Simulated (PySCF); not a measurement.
diphosphane (H₄P₂), SMILES PP.

The structure is a stationary point at TPSSh-D3(BJ)/def2-TZVP.

Two levels are set side by side: TDA-PBE/def2-TZVPD (PySCF) and TDA-CAM-B3LYP/def2-TZVPD (PySCF). Vertical, same geometry. The lowest singlet is HOMO→LUMO+1 99 % with PBE and HOMO→LUMO+1 97 % with the other functional; states are paired by order. Differences are taken from unrounded values.

```tsv
quantity	TDA-PBE
lowest singlet excitation (eV)	5.17
lowest triplet excitation (TDA) (eV)	4.10
first bright state (f over 0.05) (eV)	5.30
its oscillator strength	0.20
```

Problem. These are the TDA-PBE values. What does TDA-CAM-B3LYP give? (The exact figures need the calculation; the answer reports its results.)

Solution. 
```tsv
quantity	TDA-CAM-B3LYP	TDA-PBE minus TDA-CAM-B3LYP
lowest singlet excitation (eV)	5.63	-0.47
lowest triplet excitation (TDA) (eV)	4.35	-0.25
first bright state (f over 0.05) (eV)	5.67	-0.37
its oscillator strength	0.26	-0.06
```

A lower first singlet is the usual sign of a functional without exact exchange. Differences between two approximate levels are no errors against the true value.

Rough cost on one machine, each run with all the roots and properties that it gave: TDA-CAM-B3LYP against TDA-PBE about 2 times.
